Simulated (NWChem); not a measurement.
System: Si2NH5F2; SMILES N[Si@@H](F)[SiH2]F

NWChem input:

```
start job
memory heap 200 mb stack 900 mb global 1100 mb
geometry units angstroms noautoz
  N      1.569248    -1.315470     0.215301
  Si     0.008240    -0.870543    -0.345020
  F     -1.212215    -1.762886     0.266132
  Si    -0.458364     1.332200     0.302095
  F      0.553087     2.350016    -0.459440
  H      1.868112    -1.143091     1.167277
  H      2.064952    -2.100223    -0.190830
  H      0.012523    -1.103182    -1.812021
  H     -1.853950     1.719257    -0.043536
  H     -0.273211     1.501043     1.772609
end
basis spherical
  N library 6-311g**
  Si library 6-311g**
  F library 6-311g**
  H library 6-311g**
end
dft
  xc b3lyp
  iterations 150
  mulliken
end
task dft energy
```

Excerpt of the output:

```
             Northwest Computational Chemistry Package (NWChem) 7.3.0
             --------------------------------------------------------

 C1  symmetry detected

                             Geometry "geometry" -> ""
                             -------------------------

 Output coordinates in angstroms (scale by  1.889725989 to convert to a.u.)

  No.       Tag          Charge          X              Y              Z
 ---- ---------------- ---------- -------------- -------------- --------------
    1 N                    7.0000     1.59208920    -1.26780479     0.36167605
    2 Si                  14.0000     0.09026928    -0.87878020    -0.37443700
    3 F                    9.0000    -1.14558765    -1.85560968     0.04717302
    4 Si                  14.0000    -0.57278910     1.26919216     0.28520090
    5 F                    9.0000     0.46768918     2.36698779    -0.30739323
    6 H                    1.0000     1.76110724    -1.12020407     1.34906627
    7 H                    1.0000     2.17645762    -2.00929039    -0.00603958
    8 H                    1.0000     0.28856862    -1.05003730    -1.83648336
    9 H                    1.0000    -1.93406597     1.59986958    -0.21929085
   10 H                    1.0000    -0.58032838     1.38612513     1.77230240

 Effective nuclear repulsion energy (a.u.)     301.8379880283

                                 NWChem DFT Module
                                 -----------------

 Summary of "ao basis" -> "ao basis" (spherical)
 ------------------------------------------------------------------------------
       Tag                 Description            Shells   Functions and Types
 ---------------- ------------------------------  ------  ---------------------
 N                          6-311g**                 8       18   4s3p1d
 Si                         6-311g**                12       26   6s5p1d
 F                          6-311g**                 8       18   4s3p1d
 H                          6-311g**                 4        6   3s1p

            General Information
            -------------------
          SCF calculation type: DFT
          Wavefunction type:  closed shell.
          No. of atoms     :    10
          No. of electrons :    58
           Alpha electrons :    29
            Beta electrons :    29
          Charge           :     0
          Spin multiplicity:     1
          Use of symmetry is: off; symmetry adaption is: off
          Maximum number of iterations: 150
          AO basis - number of functions:   136
                     number of shells:    68
          Convergence on energy requested:  1.00D-06
          Convergence on density requested:  1.00D-05
          Convergence on gradient requested:  5.00D-04

              XC Information
              --------------
                         B3LYP Method XC Potential
                     Hartree-Fock (Exact) Exchange  0.200
                        Slater Exchange Functional  0.800 local
                    Becke 1988 Exchange Functional  0.720 non-local
              Lee-Yang-Parr Correlation Functional  0.810
                  VWN I RPA Correlation Functional  0.190 local

             Grid Information
             ----------------
          Grid used for XC integration:  medium
          Radial quadrature: Mura-Knowles
          Angular quadrature: Lebedev.
          Tag              B.-S. Rad. Rad. Pts. Rad. Cut. Ang. Pts.
          ---              ---------- --------- --------- ---------
          N                   0.65       49          12.0       434
          Si                  1.10       88          12.0       590
          F                   0.50       49          12.0       434
          H                   0.35       45          13.0       434
          Grid pruning is: on
          Number of quadrature shells:   548
          Spatial weights used:  Erf1

      Superposition of Atomic Density Guess
      -------------------------------------

 Sum of atomic energies:        -833.28946555

      Non-variational initial energy
      ------------------------------

 Total energy =    -834.665456
 1-e energy   =   -1756.737335
 2-e energy   =     620.233891
 HOMO         =      -0.312843
 LUMO         =      -0.005163

     ---------------------------------------------
      Total Density - Mulliken Population Analysis
     ---------------------------------------------

    Atom       Charge   Shell Charges
 -----------   ------   -------------------------------------------------------
    1 N    7     8.01   1.09  0.90  0.82  0.90  2.00  0.65  1.63  0.01
    2 Si  14    12.90   0.79  1.18  0.97  1.02  0.78  0.38  1.95  3.95  0.49  0.99  0.21  0.20
    3 F    9     9.62   1.08  0.92  1.21  1.11  2.55  0.85  1.90  0.00
    4 Si  14    13.14   0.79  1.18  0.97  1.02  0.79  0.48  1.95  3.95  0.50  1.14  0.23  0.14
    5 F    9     9.62   1.08  0.92  1.21  1.10  2.54  0.85  1.90  0.00
    6 H    1     0.66   0.22  0.32  0.08  0.04
    7 H    1     0.66   0.22  0.32  0.08  0.04
    8 H    1     1.14   0.23  0.57  0.33  0.01
    9 H    1     1.13   0.23  0.57  0.32  0.01
   10 H    1     1.13   0.23  0.57  0.32  0.01

   convergence    iter        energy       DeltaE   RMS-Dens  Diis-err
 ---------------- ----- ----------------- --------- --------- ---------
 d= 0,ls=0.0,diis     1   -836.5823191800 -1.14D+03  1.05D-02  1.86D+00
 d= 0,ls=0.0,diis     2   -836.5224922029  5.98D-02  6.63D-03  2.23D+00
 d= 0,ls=0.0,diis     3   -836.6916621829 -1.69D-01  1.40D-03  2.15D-01
 d= 0,ls=0.0,diis     4   -836.7055418541 -1.39D-02  3.71D-04  4.82D-03
 d= 0,ls=0.0,diis     5   -836.7059376177 -3.96D-04  1.26D-04  1.26D-03
  Resetting Diis
 d= 0,ls=0.0,diis     6   -836.7060552258 -1.18D-04  2.99D-05  4.15D-05
 d= 0,ls=0.0,diis     7   -836.7060592806 -4.05D-06  1.12D-05  1.77D-06
 d= 0,ls=0.0,diis     8   -836.7060591197  1.61D-07  6.95D-06  3.99D-06

         Total DFT energy =     -836.706059119674
      One electron energy =    -1760.914266450327
           Coulomb energy =      694.169231672256
    Exchange-Corr. energy =      -71.799012369858
 Nuclear repulsion energy =      301.837988028255

 Numeric. integr. density =       58.000006637707

                       DFT Final Molecular Orbital Analysis
                       ------------------------------------

 Vector   27  Occ=2.000000D+00  E=-3.487523D-01
              MO Center= -8.4D-01,  1.5D+00,  4.3D-01, r^2= 2.7D+00
   Bfn.  Coefficient  Atom+Function         Bfn.  Coefficient  Atom+Function
  ----- ------------  ---------------      ----- ------------  ---------------
   127      0.239920   9 H  s               126      0.237438   9 H  s
   133     -0.225333  10 H  s               132     -0.221913  10 H  s
    80     -0.184087   4 Si pz              101      0.164088   5 F  pz
    97      0.153064   5 F  pz              125      0.142988   9 H  s
    78     -0.139361   4 Si px              131     -0.132231  10 H  s

 Vector   28  Occ=2.000000D+00  E=-3.028056D-01
              MO Center=  2.2D-01, -2.1D-01, -4.4D-02, r^2= 3.9D+00
   Bfn.  Coefficient  Atom+Function         Bfn.  Coefficient  Atom+Function
  ----- ------------  ---------------      ----- ------------  ---------------
    35      0.223742   2 Si py               79     -0.199910   4 Si py
   121     -0.179052   8 H  s                11      0.160972   1 N  px
    24      0.150363   2 Si s                 7      0.147201   1 N  px
    12      0.147335   1 N  py              120     -0.139531   8 H  s
    68      0.131388   4 Si s               133     -0.125624  10 H  s

 Vector   29  Occ=2.000000D+00  E=-2.881742D-01
              MO Center=  9.5D-01, -8.1D-01,  2.3D-01, r^2= 3.0D+00
   Bfn.  Coefficient  Atom+Function         Bfn.  Coefficient  Atom+Function
  ----- ------------  ---------------      ----- ------------  ---------------
    12      0.308148   1 N  py                8      0.266255   1 N  py
    11      0.202394   1 N  px                4      0.184747   1 N  py
    79      0.157256   4 Si py                7      0.148280   1 N  px
    13     -0.128019   1 N  pz               68     -0.113755   4 Si s
    23     -0.111656   2 Si s                 9     -0.108076   1 N  pz

 Vector   30  Occ=0.000000D+00  E=-2.967168D-02
              MO Center= -3.7D-01,  6.6D-01,  5.9D-02, r^2= 4.8D+00
   Bfn.  Coefficient  Atom+Function         Bfn.  Coefficient  Atom+Function
  ----- ------------  ---------------      ----- ------------  ---------------
    82      0.508985   4 Si py               98     -0.357287   5 F  s
    24      0.318543   2 Si s                83     -0.302539   4 Si pz
    68     -0.295068   4 Si s                81      0.287406   4 Si px
   133      0.285301  10 H  s                38      0.277086   2 Si py
    79      0.220534   4 Si py               54      0.219318   3 F  s

 Vector   31  Occ=0.000000D+00  E=-3.662117D-03
              MO Center=  5.6D-01, -5.5D-01,  1.9D-01, r^2= 6.2D+00
   Bfn.  Coefficient  Atom+Function         Bfn.  Coefficient  Atom+Function
  ----- ------------  ---------------      ----- ------------  ---------------
    10      0.876843   1 N  s               127     -0.562904   9 H  s
    81     -0.422260   4 Si px              115     -0.383506   7 H  s
   133      0.384190  10 H  s               121     -0.345349   8 H  s
    83     -0.313877   4 Si pz              109     -0.308593   6 H  s
    38      0.301975   2 Si py               39     -0.294379   2 Si pz

[...]
```

Level: B3LYP/6-311G** (spherical d). The geometry was optimised at B3LYP/6-31G* (spherical d). B3LYP is NWChem's, with the RPA form of VWN correlation.
